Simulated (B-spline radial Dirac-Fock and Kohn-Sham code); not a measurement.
# The free cerium atom: differential elastic cross section for electrons at 810 eV

Level of theory: relativistic (Dirac) partial waves in the static field of the Dirac-Fock atom with Furness-McCarthy exchange, without polarisation or absorption potentials; an atomic code on a B-spline grid.

```
θ (°)  dσ/dΩ (Å²/sr)  Sherman function
    5           36.9             0.000
   10           7.26             0.001
   15           2.23             0.001
   20          0.980            -0.001
   25          0.543            -0.006
   30          0.326            -0.011
   35          0.208            -0.013
   40          0.146            -0.007
   45          0.113             0.008
   50         0.0940             0.027
   55         0.0801             0.042
   60         0.0672             0.051
   65         0.0536             0.049
   70         0.0397             0.034
   75         0.0275            -0.005
   80         0.0194            -0.076
   85         0.0174            -0.136
   90         0.0217            -0.123
   95         0.0309            -0.075
  100         0.0416            -0.034
  105         0.0501            -0.005
  110         0.0528             0.018
  115         0.0477             0.040
  120         0.0356             0.066
  125         0.0197             0.108
  130        0.00570             0.221
  135       0.000179            -0.899
  140        0.00936            -0.202
  145         0.0374            -0.098
  150         0.0849            -0.060
  155          0.149            -0.041
  160          0.222            -0.028
  165          0.295            -0.019
  170          0.357            -0.012
  175          0.398            -0.006
```

The total elastic cross section is 4.47 Å², the first transport cross section 0.813 Å² and the second, weighted with (3/2) sin²θ, 0.743 Å². The mean deflection is ⟨1 − cos θ⟩ = 0.182, and 8.1 % of the collisions scatter beyond 90°.

On this grid of angles the cross section has minima near 85°, 135°, from interference among the few low partial waves with large phase shifts.

Values without a named source are computed, but for edge energies of neutral atoms, which are taken from tables.
